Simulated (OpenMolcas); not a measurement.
A run on V2+ among 4 point charges of -2 e arranged as a tetrahedron (Td), 1.74 Å from the ion.

* Program: OpenMolcas 26.06
* Method: SS-CASPT2, IPEA 0.25 Eh, imaginary shift 0.1 Eh (closed shells correlated: 3s 3p)
* Basis: ANO-RCC-VDZP [5s4p2d1f]
* Scalar Hamiltonian: DKH2, point nucleus
* Active space: 3 electrons in 5 orbitals (3d)
* State averaging: 2S+1 = 4 even, 10 roots; 2S+1 = 2 even, 40 roots
* Spin-orbit coupling: RASSI with atomic mean-field integrals over the reference wave functions

First CASPT2 step and the start of its output:

```
&CASPT2
Multistate=10 1 2 3 4 5 6 7 8 9 10
NoMult
Frozen=5
IPEA=0.25
Imaginary=0.1
MaxIter=60
WThr=0.0 0.3 0.05
PrWF=0.5
NoMix
```

```
--- CASPT2 ---
Orbital specifications:
      -----------------------

      Symmetry species                           1
                                                 a
      Frozen orbitals                            5
      Inactive orbitals                          4
      Active orbitals                            5
      Secondary orbitals                        20
      Deleted orbitals                           0
      Number of basis functions                 34
Type of calculation                        SS-CASPT2
      Fock operator                              state-specific
      IPEA shift                                 0.25
      Real shift                                 0.00
      Imaginary shift                            0.10
      The input orbitals will be transformed to quasi-canonical
Reference energy:        -952.4008188195
      E2 (Non-variational):      -0.2683648064
      Shift correction:          -0.0010735237
      E2 (Variational):          -0.2694383302
      Total energy:            -952.6702571497
      Residual norm:              0.0000007470
      Reference weight:           0.91085
      Contributions to the CASPT2 correlation energy
      Active & Virtual Only:         -0.0379712271
      One Inactive Excited:          -0.0954596307
      Two Inactive Excited:          -0.1349339487
Reference energy:        -952.4008188195
      E2 (Non-variational):      -0.2686902341
      Shift correction:          -0.0011137360
      E2 (Variational):          -0.2698039701
      Total energy:            -952.6706227896
      Residual norm:              0.0000006993
      Reference weight:           0.90970
      Contributions to the CASPT2 correlation energy
      Active & Virtual Only:         -0.0382988763
...
```

Over all roots the printed reference weights run from 0.10 to 0.91, and roots that are degenerate in the reference spread by up to 3000 cm-1.

Task: Did the run give usable levels, and if not, why?

Result: No. The equations converged, but the reference weight falls to 0.10 for at least one root against 0.91 for the best. A drop of that size marks an intruder state, so the energies of such roots and the levels built on them can't be trusted.
